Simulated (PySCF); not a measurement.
# What a mistake does to a calculation on GeH4OSi

Calculated results; nothing here was measured. They come from PySCF 2.14.0, an open-source quantum chemistry program, on an isolated molecule that a program drew, which may never have been made. The molecule is GeH4OSi (charge 0, singlet), drawn as the SMILES string `[OH][Ge][SiH3]`.

Each row is a Hartree-Fock (HF) and frozen-core CCSD(T) single point in the cc-pV(D+d)Z basis, meant for a local HF minimum. Run 1 is clean. Each other run has one planted mistake out of seven kinds, and not every kind appears here: one electron removed, one electron added, multiplicity raised by two, geometry at a saddle point, minimal basis STO-3G, one bond length entered in bohr, all coordinates scaled. The reference is restricted for singlets and unrestricted otherwise, and also for a bond in bohr. Adding or removing an electron swaps singlet and doublet. Electrons count all cores. HOMO and LUMO are orbital energies over both spins, the gradient is its largest component, and the lowest frequency (negative if imaginary) is given only where the gradient is small. Bond lengths are over the 6 bonds as drawn. T1 is the CCSD diagnostic: over 0.02 (restricted) or 0.045 (unrestricted) a single reference is doubtful. Germanium has the cc-pVDZ-PP basis, with a core potential (ECP10MDF) in place of its 10 inner electrons, and its 3s, 3p and 3d shells are frozen in CCSD(T).

Geometry of the clean run:
```xyz
7
GeH4OSi, angstrom
O     0.4307   -2.9260    1.0995
Ge   -0.8324   -1.8160    1.6986
Si   -0.9981   -0.3207   -0.3356
H     0.7901   -2.7972    0.2332
H    -0.6892    1.0876    0.0307
H    -2.3806   -0.3453   -0.8846
H    -0.0640   -0.7297   -1.4215
```

| run | electrons | basis functions | <S^2> | HOMO (eV) | LUMO (eV) | gradient (hartree/bohr) | lowest frequency (cm^-1) | mean bond (Å) | longest bond (Å) | T1 | HF (hartree) | CCSD(T) (hartree) | mistake |
|---|---|---|---|---|---|---|---|---|---|---|---|---|---|
| 1 | 58 | 80 | 0.000 | -8.45 | 0.61 | 4.4e-06 | 23 | 1.6211 | 2.530 | 0.0199 | -659.50396 | -659.92742 | no fault |
| 2 | 58 | 80 | 2.024 | -7.13 | -0.42 | 1.9e-02 | - | 1.6211 | 2.530 | 0.0209 | -659.45815 | -659.86020 | multiplicity raised by two |
| 3 | 58 | 80 | 0.827 | -8.07 | 0.46 | 7.8e-03 | - | 1.8420 | 2.815 | 0.0508 | -659.39847 | -659.81291 | one bond length entered in bohr |
| 4 | 58 | 80 | 0.000 | -8.29 | 0.85 | 6.1e-02 | - | 1.5368 | 2.399 | 0.0179 | -659.48582 | -659.90285 | ? |

**Which mistake was planted in run 4, and what did it cost?**

The mean and the longest bond both change by the same factor, 0.948, and the gradient is no longer small. So the mistake is: all coordinates scaled. Subtracting run 1 and multiplying by 627.51 kcal/mol a hartree, the energy moved by 11.4 kcal/mol in HF and 15.4 kcal/mol in CCSD(T).

Cautions from the logs. Run 3: T1 is over the limit, so its CCSD(T) energy is less reliable.
